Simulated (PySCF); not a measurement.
PySCF input (BP86/def2-SVP):

```python
from pyscf import gto, dft

mol = gto.M(
    atom='''
    N    -1.70610600   -0.30198400    0.09266800
    B    -0.34388800   -0.06086900    0.01867800
    Cl    0.25552600    1.55704800   -0.37806600
    Cl    0.81122800   -1.36823000    0.32012500
    H    -2.08200400   -1.20817100    0.31535200
    H    -2.39063600    0.41650500   -0.07241800
    ''',
    basis='def2-svp',
    charge=0,
    spin=0,
    verbose=4,
)

mf = dft.RKS(mol, xc='bp86')
mf.grids.level = 3
mf.conv_tol = 1e-9
mf.max_cycle = 100
mf.max_memory = 1500
mf.kernel()
if not mf.converged:
    mf = mf.newton()
    mf.kernel(mf.make_rdm1())
mf.dip_moment()
```

From the output:

```
grids dens level: 3
symmetrized grids: False
atomic radii adjust function: <function treutler_atomic_radii_adjust>
small_rho_cutoff = 0
Set gradient conv threshold to 3.16228e-05
Initial guess from minao.
tot grids = 85328
init E= -1001.35744423312
  HOMO = -0.326299203409646  LUMO = -0.0632206141308416  gap/eV = 7.15873
cycle= 1 E= -1001.03571810078  delta_E= 0.322  |g|= 0.43  |ddm|= 2.62
  HOMO = -0.191091465995328  LUMO = 0.0147819968722325  gap/eV = 5.60210
cycle= 2 E= -1000.97133438356  delta_E= 0.0644  |g|= 0.689  |ddm|= 0.908
  HOMO = -0.247858014811781  LUMO = -0.00760677398783649  gap/eV = 6.53757
cycle= 3 E= -1001.07300452401  delta_E= -0.102  |g|= 0.133  |ddm|= 0.57
  HOMO = -0.256791562949533  LUMO = -0.0135267257654723  gap/eV = 6.61957
cycle= 4 E= -1001.07797953562  delta_E= -0.00498  |g|= 0.014  |ddm|= 0.159
  HOMO = -0.257490310803294  LUMO = -0.0155218795427694  gap/eV = 6.58430
cycle= 5 E= -1001.07798720889  delta_E= -7.67e-06  |g|= 0.012  |ddm|= 0.026
  HOMO = -0.256722710171051  LUMO = -0.0142936797973898  gap/eV = 6.59683
cycle= 6 E= -1001.07802738689  delta_E= -4.02e-05  |g|= 0.00142  |ddm|= 0.0133
  HOMO = -0.256874518601968  LUMO = -0.0143996906852677  gap/eV = 6.59808
cycle= 7 E= -1001.07802804534  delta_E= -6.58e-07  |g|= 0.000235  |ddm|= 0.00166
  HOMO = -0.256896332201482  LUMO = -0.0144130357132823  gap/eV = 6.59831
cycle= 8 E= -1001.07802805902  delta_E= -1.37e-08  |g|= 3.16e-05  |ddm|= 0.000234
  HOMO = -0.256893779784282  LUMO = -0.0144110594413305  gap/eV = 6.59829
cycle= 9 E= -1001.07802805934  delta_E= -3.2e-10  |g|= 8.92e-06  |ddm|= 4.58e-05
  HOMO = -0.256893760286553  LUMO = -0.0144108467860242  gap/eV = 6.59830
Extra cycle  E= -1001.07802805934  delta_E= 1.14e-12  |g|= 8.36e-06  |ddm|= 1.84e-05
converged SCF energy = -1001.07802805934
Dipole moment(X, Y, Z, Debye): -2.89663, -0.51271,  0.15734
```

The geometry given is a B3LYP-D3(BJ)/def2-TZVP minimum.
